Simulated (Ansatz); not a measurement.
Consider the ligand exchange at the Al–C bond: `[CH3][AlH]/[CH]=C/I` + CH₃SH → `[CH3][AlH][S]C` + `C=CI`.

Calculated with Ansatz (gas phase, PBE0-D4/def2-TZVP geometries, no zero-point term in ΔE). CBS: MP2 limit from def2 TZ/QZ plus the TZ coupled-cluster correction, frozen cores. This one scheme is used for every species. Elements past krypton have def2 core potentials. For I outer-core shells are correlated without core-valence functions, which leaves a few kJ/mol of doubt a bond. Each species was taken in one conformer, which may not be the lowest.

```json
{"level": "SCS-MP2/def2-QZVPP", "ΔE (kJ/mol)": "-91.8"}
{"level": "MP2/CBS(def2)", "ΔE (kJ/mol)": "-93.9"}
```

Problem. What does CCSD(T)/CBS give? (Estimate.)

Solution. Ansatz gave: -93.7 kJ/mol. The listed levels differ from it by 1.9, -0.2 kJ/mol.

Largest T1 diagnostic among the species: 0.010.
